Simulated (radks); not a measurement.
Question: All-electron atom: Au65+ in [Ne] 3s2 3p2. Method: Dirac Kohn-Sham, exchange-only PBE, spin-unpolarised, spherical densities, finite nucleus; open shells fill j = l - 1/2 first; Fermi nuclear charge, rms radius 5.4371 fm; computed with a radial shooting solver on a logarithmic mesh with Libxc functionals. Some entries of the table are withheld. Estimate them.

| orbital | occ. | eigenvalue (hartree) | <1/r> (bohr^-1) | r(max) (bohr) |
|---|---|---|---|---|
| 1s1/2 | 2 | -3166.641 | (1) | 0.01042 |
| 2s1/2 | 2 | -717.5813 | 23.82 | 0.06004 |
| 2p1/2 | 2 | -698.8915 | 23.73 | 0.04416 |
| 2p3/2 | 4 | -629.7206 | 19.37 | 0.05140 |
| 3s1/2 | 2 | -290.0840 | 9.545 | 0.1615 |
| 3p1/2 | 2 | -283.2674 | 9.464 | 0.1496 |
| 3p3/2 | 0 | -264.7322 | 8.275 | 0.1623 |
| 3d3/2 | 0 | (2) | 8.134 | 0.1236 |
| 3d5/2 | 0 | (3) | 7.862 | 0.1271 |
| 4s1/2 | 0 | -154.8777 | 5.034 | 0.3200 |

Answer: 
(1) 1s1/2 <1/r> (bohr^-1): 95.71
(2) 3d3/2 eigenvalue (hartree): -255.9139
(3) 3d5/2 eigenvalue (hartree): -251.5751
